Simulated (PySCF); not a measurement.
PySCF job for C5H5F, SMILES C#CCC(=C)F, PBE-D3(BJ)/def2-SVP. Geometry: PBE-D3(BJ)/def2-SVP. The structure was generated by enumeration, and PubChem lists no compound with its InChIKey, so it may never have been made. Other conformers were not sampled.

```python
import numpy as np
from pyscf import gto, scf, dft, df
from pyscf.hessian import thermo

mol = gto.M(
    atom='''
    C     2.43084448    0.01560292    1.01529650
    C     1.47682307   -0.35799046    0.35040011
    C     0.33153892   -0.80396882   -0.44407733
    C    -0.90023745    0.04948515   -0.26582369
    C    -2.10612153   -0.35176742    0.15949236
    F    -0.68333647    1.33641127   -0.60553713
    H     3.27395904    0.34876602    1.60374637
    H     0.61261099   -0.79237299   -1.52256043
    H     0.07696821   -1.85520690   -0.19609180
    H    -2.93843922    0.36206246    0.23070981
    H    -2.27215588   -1.39911806    0.44230232
    ''',
    basis='def2-SVP',
    charge=0,
    spin=0,
    max_memory=1600,
    verbose=3,
)
mf = dft.RKS(mol, xc='pbe').density_fit(auxbasis='def2-universal-jkfit')
mf.disp = 'd3bj'
mf.grids.level = 3
mf.conv_tol = 1e-11
mf.max_cycle = 100
mf.kernel()

# [left out here: the lines that compute and print the analytic Hessian (its translational invariance restored by hand, since the grid's response is missing), thermochemistry and intensities]
```

Program output:

```
converged SCF energy = -292.721013748656

WARN: DFTD3 does not support analytical Hessian, using finite difference


WARN: Mole.unit (angstrom) is changed to Bohr

Mode                                 0                   1                   2
Irrep
Freq [cm^-1]                       68.1527            135.5140            326.0329
Reduced mass [au]                   3.7293              4.6295              3.3891
Force const [Dyne/A]                0.0102              0.0501              0.2123
Char temp [K]                      98.0566            194.9745            469.0888
Normal mode                   x     y     z       x     y     z       x     y     z
       0   C                -0.04 -0.07  0.09   -0.14  0.10  0.01   -0.02 -0.06  0.08
       1   C                 0.00 -0.01  0.00   -0.04 -0.03 -0.06    0.06  0.14 -0.16
       2   C                 0.03  0.05 -0.08   -0.01 -0.06 -0.08   -0.00 -0.00  0.01
       3   C                 0.01  0.02 -0.02    0.03 -0.02 -0.01   -0.01 -0.02  0.02
       4   C                 0.07 -0.01  0.12    0.03  0.03  0.06   -0.03  0.01 -0.00
       5   F                -0.06  0.01 -0.09    0.09 -0.02  0.05    0.01 -0.03  0.01
       6   H                -0.07 -0.13  0.17   -0.22  0.20  0.07   -0.06 -0.17  0.20
       7   H                 0.05  0.16 -0.07   -0.02 -0.03 -0.08   -0.16 -0.21 -0.03
       8   H                 0.04  0.03 -0.18   -0.01 -0.06 -0.10    0.08  0.03  0.26
       9   H                 0.06 -0.03  0.18    0.08  0.08  0.15   -0.01  0.04 -0.04
      10   H                 0.14  0.00  0.19   -0.01  0.03  0.02   -0.07  0.02  0.02
Mode                                 3                   4                   5
Irrep
Freq [cm^-1]                      354.9448            390.2027            457.5009
Reduced mass [au]                   2.9341              3.0393              2.7822
Force const [Dyne/A]                0.2178              0.2726              0.3431
[...]
       6   H                -0.02 -0.08 -0.07   -0.35 -0.37  0.72   -0.42  0.75  0.18
       7   H                -0.04  0.03 -0.02   -0.00 -0.02  0.00   -0.00  0.01 -0.00
       8   H                 0.02 -0.03 -0.01   -0.01  0.01  0.02    0.01 -0.00 -0.00
       9   H                 0.13  0.10 -0.34   -0.01 -0.01 -0.01   -0.02 -0.01 -0.01
      10   H                -0.03  0.07  0.05    0.00 -0.00  0.00    0.01 -0.00  0.01
Mode                                 9                  10                  11
Irrep
Freq [cm^-1]                      720.9619            822.8116            846.0717
Reduced mass [au]                   1.1488              1.3694              3.2072
Force const [Dyne/A]                0.3518              0.5463              1.3527
Char temp [K]                    1037.3037           1183.8427           1217.3088
Normal mode                   x     y     z       x     y     z       x     y     z
       0   C                 0.00 -0.00  0.00   -0.00 -0.00 -0.00    0.02  0.00  0.01
       1   C                -0.00  0.00  0.00   -0.00 -0.00 -0.01   -0.01  0.05  0.01
       2   C                -0.00 -0.00 -0.00   -0.01  0.02  0.02    0.06 -0.18 -0.04
       3   C                 0.02  0.02  0.08    0.02  0.01  0.04   -0.02  0.01  0.06
       4   C                 0.00  0.00  0.00   -0.02 -0.03 -0.14   -0.08  0.02 -0.01
       5   F                -0.01 -0.01 -0.04   -0.00 -0.01 -0.00   -0.00  0.08 -0.02
       6   H                -0.00  0.01  0.01   -0.01  0.00  0.01    0.05 -0.05  0.01
       7   H                -0.01 -0.01 -0.00   -0.03  0.03  0.01    0.09  0.01 -0.03
       8   H                 0.00  0.01  0.05   -0.02  0.02  0.01    0.21 -0.24 -0.16
       9   H                 0.12  0.10  0.45    0.22  0.17  0.63   -0.22 -0.16  0.11
      10   H                -0.21 -0.17 -0.75    0.12  0.11  0.45    0.14 -0.00  0.06
Mode                                12                  13                  14
Irrep
Freq [cm^-1]                      894.0151            925.2996            971.6065
Reduced mass [au]                   2.1149              2.1242              2.6227
Force const [Dyne/A]                0.9959              1.0715              1.4587
Char temp [K]                    1286.2887           1331.3001           1397.9255
Normal mode                   x     y     z       x     y     z       x     y     z
       0   C                -0.02 -0.01 -0.01   -0.02 -0.01 -0.01   -0.10 -0.03 -0.07
       1   C                 0.02  0.02 -0.07   -0.00 -0.00 -0.02   -0.04 -0.05 -0.04
       2   C                -0.05 -0.05  0.16    0.01 -0.01  0.05    0.15  0.07  0.07
       3   C                 0.01 -0.01 -0.07   -0.02 -0.05 -0.00   -0.01 -0.00  0.00
       4   C                 0.06  0.04 -0.01   -0.01 -0.13  0.03   -0.04  0.03  0.01
       5   F                -0.02 -0.01  0.01    0.03  0.11 -0.03    0.00 -0.00  0.00
       6   H                -0.05 -0.03  0.04   -0.03 -0.01 -0.00   -0.11 -0.02 -0.07
       7   H                 0.02  0.45  0.17    0.04  0.08  0.05    0.31 -0.04  0.11
       8   H                 0.08 -0.19 -0.32    0.06 -0.04 -0.04    0.35  0.05  0.19
       9   H                 0.04  0.00  0.06    0.27  0.23 -0.10   -0.13 -0.08  0.08
      10   H                 0.14 -0.00 -0.13   -0.51 -0.03  0.13    0.07 -0.00 -0.02
Mode                                15                  16                  17
Irrep
Freq [cm^-1]                     1154.7191           1244.3110           1296.6753
Reduced mass [au]                   1.1362              1.6535              3.5728
Force const [Dyne/A]                0.8926              1.5084              3.5394
Char temp [K]                    1661.3837           1790.2864           1865.6271
Normal mode                   x     y     z       x     y     z       x     y     z
       0   C                -0.00 -0.00  0.00   -0.02 -0.01 -0.01    0.01  0.01  0.01
       1   C                 0.01  0.04 -0.04   -0.01  0.02  0.00    0.02 -0.01 -0.01
       2   C                 0.01 -0.02  0.00    0.10  0.01  0.04   -0.13  0.06 -0.02
       3   C                 0.01  0.06  0.03    0.06 -0.12 -0.02    0.06 -0.18  0.04
       4   C                -0.02 -0.02  0.01   -0.04  0.03  0.01   -0.02  0.04 -0.01
       5   F                 0.00 -0.03  0.00    0.00  0.04 -0.01    0.00  0.06 -0.01
       6   H                -0.01 -0.02  0.02   -0.01 -0.02 -0.02    0.01  0.02  0.02
       7   H                 0.67 -0.08  0.18   -0.36  0.10 -0.08    0.36 -0.09  0.10
       8   H                -0.56  0.07 -0.21   -0.55  0.14 -0.07    0.11  0.01  0.04
       9   H                -0.04 -0.03 -0.02   -0.21 -0.18  0.13   -0.07 -0.03  0.00
      10   H                -0.12  0.01  0.05   -0.04  0.02 -0.01    0.22 -0.01 -0.05
Mode                                18                  19                  20
Irrep
Freq [cm^-1]                     1345.7350           1363.9751           1705.4777
Reduced mass [au]                   1.1809              1.0953              6.9143
Force const [Dyne/A]                1.2600              1.2006             11.8493
Char temp [K]                    1936.2130           1962.4564           2453.8026
Normal mode                   x     y     z       x     y     z       x     y     z
       0   C                 0.01  0.00  0.00   -0.00 -0.00 -0.00   -0.00  0.00 -0.00
       1   C                 0.00 -0.01  0.00   -0.01  0.01  0.00    0.00 -0.00 -0.00
       2   C                -0.06 -0.01 -0.02   -0.01  0.06  0.05    0.03 -0.00 -0.01
       3   C                 0.07  0.02 -0.03    0.02  0.01 -0.00   -0.19 -0.06  0.07
       4   C                 0.04  0.02 -0.02    0.02  0.01 -0.01    0.15  0.05 -0.05
       5   F                -0.01 -0.01  0.01   -0.00 -0.00  0.00    0.01  0.02 -0.01
       6   H                 0.01  0.01  0.01   -0.00 -0.00 -0.00   -0.00 -0.00  0.00
       7   H                 0.07  0.19  0.02   -0.13 -0.63 -0.01    0.05 -0.03  0.00
       8   H                 0.16  0.00  0.21    0.16 -0.15 -0.62   -0.08  0.02  0.00
       9   H                -0.34 -0.44  0.19   -0.10 -0.13  0.07    0.02 -0.16  0.03
      10   H                -0.58  0.15  0.14   -0.17  0.04  0.02   -0.10  0.14 -0.00
Mode                                21                  22                  23
Irrep
Freq [cm^-1]                     2174.3784           2951.8732           3026.1117
Reduced mass [au]                   6.0299              1.0666              1.0968
Force const [Dyne/A]               16.7968              5.4757              5.9177
Char temp [K]                    3128.4464           4247.0884           4353.9009
Normal mode                   x     y     z       x     y     z       x     y     z
       0   C                 0.12  0.05  0.09    0.00  0.00  0.00   -0.00 -0.00 -0.00
       1   C                -0.17 -0.07 -0.12   -0.00 -0.00 -0.00    0.00  0.00  0.00
       2   C                 0.03  0.01  0.02    0.01 -0.03 -0.06    0.02  0.07 -0.04
       3   C                 0.00 -0.00  0.00    0.00  0.00 -0.00    0.00  0.00 -0.00
       4   C                -0.00  0.00  0.00   -0.00  0.00 -0.00   -0.00 -0.00  0.00
       5   F                -0.00  0.00 -0.00   -0.00  0.00  0.00   -0.00 -0.00  0.00
       6   H                 0.23  0.09  0.16    0.01  0.00  0.00   -0.00 -0.00 -0.00
       7   H                 0.01  0.01  0.01   -0.23 -0.02  0.87   -0.08  0.01  0.32
       8   H                 0.01  0.01  0.01    0.08  0.33 -0.09   -0.20 -0.84  0.20
       9   H                -0.00  0.00  0.00   -0.00  0.00 -0.00    0.00 -0.00  0.00
      10   H                 0.00 -0.00  0.00   -0.00 -0.01  0.00    0.00  0.02 -0.00
Mode                                24                  25                  26
Irrep
Freq [cm^-1]                     3111.3448           3218.4833           3408.9792
Reduced mass [au]                   1.0621              1.1193              1.1598
Force const [Dyne/A]                6.0579              6.8312              7.9414
Char temp [K]                    4476.5324           4630.6809           4904.7621
Normal mode                   x     y     z       x     y     z       x     y     z
       0   C                -0.00 -0.00 -0.00   -0.00 -0.00 -0.00   -0.08 -0.03 -0.06
       1   C                 0.00 -0.00  0.00   -0.00  0.00 -0.00    0.02  0.01  0.02
       2   C                 0.00  0.00 -0.00   -0.00 -0.00  0.00   -0.00 -0.00 -0.00
       3   C                -0.01 -0.00  0.00    0.00 -0.00  0.00   -0.00  0.00  0.00
       4   C                 0.06  0.02 -0.02    0.03 -0.09  0.01    0.00 -0.00 -0.00
       5   F                -0.00 -0.00  0.00    0.00  0.00 -0.00    0.00 -0.00  0.00
       6   H                -0.00 -0.00 -0.00    0.00  0.00  0.00    0.72  0.28  0.50
       7   H                 0.00 -0.00 -0.00    0.00  0.00 -0.00    0.00 -0.00 -0.00
       8   H                -0.00 -0.01  0.00    0.00  0.01 -0.00   -0.00 -0.00  0.00
       9   H                -0.54  0.47  0.04   -0.49  0.41  0.04    0.00  0.00 -0.00
      10   H                -0.09 -0.63  0.17    0.11  0.66 -0.18   -0.00 -0.00  0.00
temperature 298.1500 [K]
pressure 101325.00 [Pa]
Rotational constants [GHz] 7.46738 2.24359 1.95316
Symmetry number 1
Zero-point energy (ZPE) 0.07938 [Eh]   208414.764 [J/mol]
                           tot       elec      trans        rot        vib
Entropy [J/mol/K]       332.559      0.000    164.019    111.661     56.878
Cv [J/mol/K]             95.890      0.000     12.472     12.472     70.947
Cp [J/mol/K]            104.204      0.000     20.786     12.472     70.947
Internal energy [J/mol]                      3718.434   3718.434 218010.624
Internal energy [Eh]   -292.63515  -292.72101
Enthalpy [J/mol]                             6197.391   3718.434 218010.624
Enthalpy [Eh]          -292.63420
Gibbs free energy [J/mol]                  -42705.010 -29573.434 201052.344
Gibbs free energy [Eh] -292.67197
mode   freq/cm-1   IR/(km/mol)
   1       68.15         0.315
   2      135.51         0.541
   3      326.03         6.142
   4      354.94         1.110
   5      390.20         1.071
   6      457.50         6.859
   7      624.91         9.773
   8      643.39        37.924
   9      660.75        34.260
  10      720.96         0.068
  11      822.81        53.745
  12      846.07        11.375
  13      894.02         3.017
  14      925.30        28.475
  15      971.61         0.388
  16     1154.72         9.553
  17     1244.31        22.829
  18     1296.68        75.100
  19     1345.73         1.534
  20     1363.98         9.290
  21     1705.48       101.817
  22     2174.38         2.595
  23     2951.87         5.980
  24     3026.11         2.599
  25     3111.34         0.956
  26     3218.48         0.316
  27     3408.98        70.929
max |gradient| / (hartree/bohr): 0.00012292946596148205
APT charges: [-0.2979 -0.0184  0.0872  0.6477 -0.2829 -0.4826  0.2068 -0.0053  0.0112
  0.0731  0.0611]
```

The calculation finished and met its thresholds.

Cost: roughly 90 core-seconds.
